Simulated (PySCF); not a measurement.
Al(H)(Br)(OMe) (CH4AlBrO), SMILES C[O][AlH][Br].

The structure is a stationary point at PBE0-D3(BJ)/def2-SVP. The structure was generated by enumeration; whether it is a known compound was not checked. The values are those of a single conformer.

All values below come from CAM-B3LYP/def2-TZVP run with PySCF.

Symmetry labels are those of the subgroup Cs that the program uses (full group Cs).

Computed valence orbital energies around the gap with their symmetry:
```tsv
orbital	symmetry	energy (eV)
HOMO−7	A"	-14.18
HOMO−6	A'	-14.14
HOMO−5	A'	-12.54
HOMO−4	A'	-10.97
HOMO−3	A"	-10.27
HOMO−2	A'	-10.01
HOMO−1	A'	-9.81
HOMO	A"	-9.79
LUMO	A"	0.03
LUMO+1	A'	0.68
LUMO+2	A'	1.92
LUMO+3	A'	2.41
```
